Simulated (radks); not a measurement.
Species: Pr9+. Configuration: [Kr] 4d10 4f2 5s2 (the NIST ground configuration). Method: Dirac Kohn-Sham, PBE, spin-unpolarised, spherical densities, point nucleus; open shells are shared between the two j in proportion to 2j + 1; computed with a radial shooting solver on a logarithmic mesh with Libxc functionals.

X-ray form factor f0, the Fourier transform of the density (f0(0) = 50):

| sin(theta)/lambda (1/angstrom) | f0 (electrons) |
|---|---|
| 0.05 | 49.690 |
| 0.1 | 48.786 |
| 0.15 | 47.363 |
| 0.2 | 45.529 |
| 0.25 | 43.410 |
| 0.3 | 41.128 |
| 0.4 | 36.476 |
| 0.5 | 32.153 |
| 0.6 | 28.410 |
| 0.8 | 22.779 |
| 1 | 19.162 |
| 1.25 | 16.264 |
| 1.5 | 14.045 |
| 2 | 10.157 |
